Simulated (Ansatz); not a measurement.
Geometry optimisation, Ansatz 0.2.0, RKS r2SCANh/6-31G*.

input.yaml

```yaml
crystal:
  periodic: [false, false, false]
  atoms:
    - { symbol: Mg, position_ang: [-0.64078, -0.024635, -0.30551] }
    - { symbol: Cl, position_ang: [0.455714, 3.378859, 0.743998] }
    - { symbol: C, position_ang: [0.493194, -1.729819, -0.007094] }
    - { symbol: H, position_ang: [-0.663396, 3.115, 0.113612] }
    - { symbol: F, position_ang: [-1.792522, 1.449139, -0.691404] }
    - { symbol: H, position_ang: [0.180728, -2.280656, 0.886701] }
    - { symbol: H, position_ang: [1.554959, -1.490499, 0.115911] }
    - { symbol: H, position_ang: [0.412204, -2.417487, -0.856215] }
basis:
  gaussian: { orbitals: "6-31G*" }
hamiltonian:
  xc: r2scanh
relax:
  f_tol: 0.03
  max_steps: 50
output:
  orbitals: {}
```

Run as:

```bash
$ ansatz run input.yaml --threads 2 --pin off --max-ram 3072MiB --backend cpu --events-out ev --progress --plain --runs-dir out
```

Task: Where does it end, and by what steps?

Result: The run converged. After 17 steps the energy has fallen by 0.887 eV; H4 moved furthest, 1.05 Å. Parted: Cl2–H4. Joined: Mg1–Cl2, H4–F5.

```csv
step,energy less start (eV),largest force component (eV/Å),accepted
0,0.0000,1.728,yes
1,-0.2577,0.982,yes
2,-0.3578,0.243,yes
3,-0.4090,0.325,yes
4,-0.4754,0.322,yes
5,-0.5201,0.360,yes
6,-0.5946,0.880,yes
7,-0.6617,1.121,yes
8,-0.1863,6.541,no
9,-0.7565,0.393,yes
10,-0.8152,0.335,yes
11,-0.8653,0.335,yes
12,-0.8674,0.224,yes
13,-0.8483,0.715,no
14,-0.8791,0.133,yes
15,-0.8849,0.084,yes
16,-0.8850,0.064,yes
17,-0.8866,0.015,yes
```

```xyz
8
Properties=species:S:1:pos:R:3
Mg 0.079 0.557 0.112
Cl 0.510 2.766 0.659
C 0.499 -1.470 0.028
H -1.212 2.303 -0.254
F -1.612 1.465 -0.580
H 0.006 -2.022 0.837
H 1.571 -1.680 0.111
H 0.158 -1.920 -0.912
```

Time of the run: 42 s on 2 threads of Intel(R) Xeon(R) Platinum 8488C (Sapphire Rapids) (shared host), peak memory 0.21 GiB.
